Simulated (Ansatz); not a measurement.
Geometry optimisation, RKS PBE-D4/def2-SVP in Ansatz.

The input (input.yaml):

```yaml
crystal:
  periodic: [false, false, false]
  atoms:
    - { symbol: Si, position_ang: [-0.82662, 0.77425, -0.20211] }
    - { symbol: C, position_ang: [0.86111, 0.02219, 0.42419] }
    - { symbol: Te, position_ang: [1.51929, -1.84181, 0.30577] }
    - { symbol: H, position_ang: [-1.77351, -0.34211, -0.1629] }
    - { symbol: H, position_ang: [-0.43414, 1.18503, -1.55429] }
    - { symbol: H, position_ang: [-1.07723, 1.86891, 0.72862] }
    - { symbol: H, position_ang: [1.5804, 0.70405, 0.87294] }
    - { symbol: H, position_ang: [2.94485, -1.47447, 1.01351] }
total_charge: 1
basis:
  gaussian: { orbitals: def2-SVP }
hamiltonian:
  xc: pbe
  dispersion: d4
relax:
  f_tol: 0.015
  max_steps: 40
```

Command:

```bash
$ ansatz run input.yaml --threads 1 --pin off --max-ram 2048MiB --backend cpu --events-out ev --progress --plain --runs-dir out
```

**Question.** Where does it end, and by what steps?

**Answer.** The forces met the threshold. Limits of this set-up: the dipole of an ion depends on the origin. After 9 steps the energy has fallen by 0.134 eV; H7 moved furthest, 0.40 Å.

| step | energy less start (eV) | largest force component (eV/Å) | accepted |
| --- | --- | --- | --- |
| 0 | 0.0000 | 0.981 | yes |
| 1 | -0.0925 | 0.321 | yes |
| 2 | -0.1068 | 0.176 | yes |
| 3 | -0.1141 | 0.160 | yes |
| 4 | -0.1241 | 0.210 | yes |
| 5 | -0.1245 | 0.171 | yes |
| 6 | -0.1258 | 0.236 | yes |
| 7 | -0.1338 | 0.072 | yes |
| 8 | -0.1344 | 0.018 | yes |
| 9 | -0.1345 | 0.012 | yes |

```xyz
8
Properties=species:S:1:pos:R:3
Si -0.788 0.738 -0.203
C 0.909 0.062 0.344
Te 1.362 -1.853 0.648
H -1.723 -0.418 -0.359
H -0.498 1.462 -1.487
H -1.177 1.691 0.891
H 1.739 0.778 0.514
H 2.971 -1.565 1.079
```

Run time: 27 s on 1 thread of Arm Neoverse V1, on a shared host, peak memory 0.12 GiB.
